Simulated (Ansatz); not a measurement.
C4H6Si, SMILES [SiH2]1C=CC=C1.

Geometry: TPSSh-D3(BJ)/def2-SVP.

Two levels are set side by side: PBE/def2-SVPD (Ansatz, a first-principles code) and PBE0/def2-SVPD (Ansatz). Energy differences of separate SCF runs at the same geometry; the states with an electron removed or added have multiplicity 2 and 2. Differences are taken from unrounded values.

```csv
quantity,PBE
vertical ionisation energy (eV),8.80
vertical singlet–triplet gap (eV),2.72
```

Problem. These are the PBE values. What does PBE0 give? (Estimate from the structure and the level; the computed values follow.)

Solution. 
| quantity | PBE0 | PBE minus PBE0 |
|---|---|---|
| vertical ionisation energy (eV) | 8.78 | 0.02 |
| vertical singlet–triplet gap (eV) | 2.68 | 0.04 |

Here PBE gives about what the other level gives.
